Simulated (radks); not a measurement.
Kr25+, 11 electrons, occupied as [Ne] 3s1.

Method: Dirac Kohn-Sham, PBE, spin-unpolarised, spherical densities, finite nucleus; Fermi nuclear charge, rms radius 4.1884 fm; computed with a radial shooting solver on a logarithmic mesh with Libxc functionals.

Energy parts (hartree):
part                       energy
total                 -2370.86963
kinetic                2443.86086
electron-nucleus      -5130.14477
Hartree                 375.91090
exchange-correlation    -60.49663

Orbitals (lengths in bohr, moments of r in powers of bohr; <r^-3> diverges for s and p1/2):
orbital	occ.	eigenvalue (hartree)	<r^-3>	<1/r>	<r>
1s1/2	2	-564.6299	-	36.78	0.04146
2s1/2	2	-110.5840	-	8.378	0.1800
2p1/2	2	-104.5019	-	8.327	0.1541
2p3/2	4	-102.4465	1480	8.043	0.1579
3s1/2	1	-43.43137	-	3.359	0.4418

The highest occupied level is 3s1/2 at -1181.8 eV. Summed over all electrons, <r^2> = 0.4818 bohr^2, which gives a Langevin (diamagnetic) susceptibility term of -0.382 x 10^-6 cm^3/mol. The electron density at the nucleus is 4.935e+04 e/bohr^3. The density falls to 0.001 e/bohr^3 at r = 1.03 bohr.
